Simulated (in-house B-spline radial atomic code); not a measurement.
Values are calculated unless marked as measured or tabulated.
**Ghost states of the separable form: Sr**

Sr, [Kr] 5s2, non-relativistic LDA (VWN5), spherical and spin-unpolarised, from an all-electron radial atomic-structure program (B-spline basis) (atomic units; all potentials screened as in the neutral atom).

Troullier-Martins channels: 5s (ε = -0.1318, r_c = 3.229 bohr), 4p (ε = -0.8445, r_c = 1.169 bohr). In the Kleinman-Bylander form one channel serves as the local potential, and each other channel l becomes |δV u><u δV|/<u|δV|u>, with δV = V_l − V_local and u the pseudo-orbital. Its strength is E_KB = <u|δV²|u>/<u|δV|u>. By the analysis of Gonze, Stumpf and Scheffler a spurious state lies below the reference level ε if E_KB > 0 and ε is above the second level of the local potential alone, or if E_KB < 0 and ε is above its first. The table's levels are those of angular momentum l in a sphere of 9 bohr, whose wall can lift a shallow ε a little above its free-atom value.

| local | channel | <u δV u> | <u δV² u> | ε | first local level | second local level |
| --- | --- | --- | --- | --- | --- | --- |
| s | p | -2.2405 | 6.5246 | -0.8445 | -0.0532 | 0.2109 |
| p | s | 0.11001 | 0.17609 | -0.1273 | -1.8781 | -0.2482 |

Question: Apply the rule to each row.

Answer: Local s, channel p: E_KB = -2.91, so ε = -0.8445 is set against -0.0532: no ghost. Local p, channel s: E_KB = +1.6, so ε = -0.1273 is set against -0.2482: a ghost.

Diagonalising the separable Hamiltonian gives:

```json
{"local": "s", "channel": "p", "three lowest levels": "-0.8445, -0.0129, 0.2867", "all-electron, two lowest valence levels": "-0.8445, -0.0321"}
{"local": "p", "channel": "s", "three lowest levels": "-0.8783, -0.1273, 0.1423", "all-electron, two lowest valence levels": "-0.1273, 0.1439"}
```

Question: Which choices of local channel are safe?

Answer: Free of ghosts: s. With p local the s channel has a ghost 0.75 hartree below ε, since the local potential binds more than one state below ε, and a repulsive term of rank one raises each level at most to the next, so it clears only one of them. Among the safe choices the second level, which tests transfer, is off by at most 19.2 millihartree (s local).
